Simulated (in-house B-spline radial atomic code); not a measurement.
Response of neutral palladium as one setting changes: the radius of a hard wall (bohr). Method: PBE0. A dash marks a strongly mixed or unbound state. A box has no continuum, so excitations may lie above minus the highest level. Computed with an all-electron radial atomic-structure program (B-spline basis): linear response of the closed shell [Kr] 4d10 with the functional's adiabatic kernel; scalar-relativistic (spin-free one-electron X2C), finite nucleus, no spin-orbit coupling, no double excitations, S, P, D and F terms only; shells from n = 2 respond. Only terms of natural parity with L up to 3 were computed.

| radius of a hard wall (bohr) | lowest 1P (eV) | lowest 3P, Tamm-Dancoff (eV) | minus highest occupied level (eV) | α (bohr³) |
| --- | --- | --- | --- | --- |
| 2.5 | 4d → 5p 49.14 | - | -18.403 | 2.666 |
| 3 | ? | ? | ? | ? |
| 3.5 | 4d → 5p 18.758 | 4d → 5p 16.187 | -1.534 | 6.708 |
| 4 | 4d → 5p 13.698 | 4d → 5p 11.487 | 1.386 | 9.324 |
| 4.5 | 4d → 5p 10.808 | 4d → 5p 8.901 | 3.028 | 12.04 |
| 5.5 | 4d → 5p 7.841 | 4d → 5p 6.388 | 4.546 | 17.1 |
| 6.5 | ? | ? | ? | ? |
| 8 | 4d → 5p 5.426 | 4d → 5p 4.552 | 5.338 | 24.61 |
| 10 | 4d → 5p 4.873 | 4d → 5p 4.193 | 5.399 | 26.42 |
| 15 | 4d → 5p 4.556 | 4d → 5p 4.028 | 5.408 | 26.93 |

Task: What belongs in the row for 6.5?

Result: lowest 1P (eV): 4d → 5p 6.437; lowest 3P, Tamm-Dancoff (eV): 4d → 5p 5.286; minus highest occupied level (eV): 5.091; α (bohr³): 21.03.

Task: What belongs in the row for 3?

Result: lowest 1P (eV): 4d → 5p 28.479; lowest 3P, Tamm-Dancoff (eV): 4d → 5p 25.497; minus highest occupied level (eV): -7.022; α (bohr³): 4.428.
